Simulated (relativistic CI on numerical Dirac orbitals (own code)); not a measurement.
## Hyperfine structure of Ga24+, mass number 69

Calculated at this level of theory: Dirac-Coulomb-Breit CI, orbitals from a KLI potential per configuration, model QED, unscaled Slater integrals (own radial code, finite nucleus).

CI space (outside the closed core 1s2): 2s²2p³, 2s2p⁴, 2p⁵, 2p⁴3s, 2p⁴3p, 2p⁴3d, 2s²2p²3s, 2s²2p²3p, 2s²2p²3d, 2s2p³3s, 2s2p³3p, 2s2p³3d, 2s²2p²4s, 2s²2p²4p, 2s²2p²4d, 2s²2p²4f. Levels of other configurations are missing.

Nuclear spin I = 3/2, μ = 2.01502 μN, Q = 0.171 b (tables of Stone and Pyykkö). The electronic factors are computed for point nuclear moments, without core polarisation or the Bohr-Weisskopf and QED corrections.

```json
{"Level": "2s²2p³ ²D°3/2", "E (cm⁻¹)": "210425", "A (GHz)": "36.16", "B (GHz)": "11.9"}
{"Level": "2s²2p³ ²D°5/2", "E (cm⁻¹)": "284864", "A (GHz)": "126.3", "B (GHz)": "-0.0697"}
{"Level": "2s²2p³ ²P°1/2", "E (cm⁻¹)": "391520", "A (GHz)": "360.6", "B (GHz)": ""}
{"Level": "2s²2p³ ²P°3/2", "E (cm⁻¹)": "562883", "A (GHz)": "72.52", "B (GHz)": "-18.1"}
{"Level": "2s2p⁴ ⁴P5/2", "E (cm⁻¹)": "1017749", "A (GHz)": "285.7", "B (GHz)": "13"}
{"Level": "2s2p⁴ ⁴P3/2", "E (cm⁻¹)": "1165021", "A (GHz)": "181.4", "B (GHz)": "-12.3"}
{"Level": "2s2p⁴ ⁴P1/2", "E (cm⁻¹)": "1190846", "A (GHz)": "710.6", "B (GHz)": ""}
{"Level": "2s2p⁴ ²D3/2", "E (cm⁻¹)": "1422040", "A (GHz)": "-39.86", "B (GHz)": "-17.1"}
```

Levels with J = 0, under 50 % of one LS term, or S terms without an open s electron are left out. Small factors come from cancelling terms and can be off by tens of per cent or more.

At this charge energies of transitions that change n are usually good to better than 1 %, and those within a shell (Δn = 0) to a few per cent.

Task: Give the hyperfine levels of 2s²2p³ ²D°5/2 relative to its centre of gravity.

Result: With K = F(F + 1) − I(I + 1) − J(J + 1), E = AK/2 + B[¾K(K + 1) − I(I + 1)J(J + 1)]/[2I(2I − 1)J(2J − 1)]: F = 1: -663.2, F = 2: -410.5, F = 3: -31.54, F = 4: 473.6 GHz.

LS names give the leading component of a level, which can be under half, so a name can repeat, a term be missing and a line seem to break the LS rules.
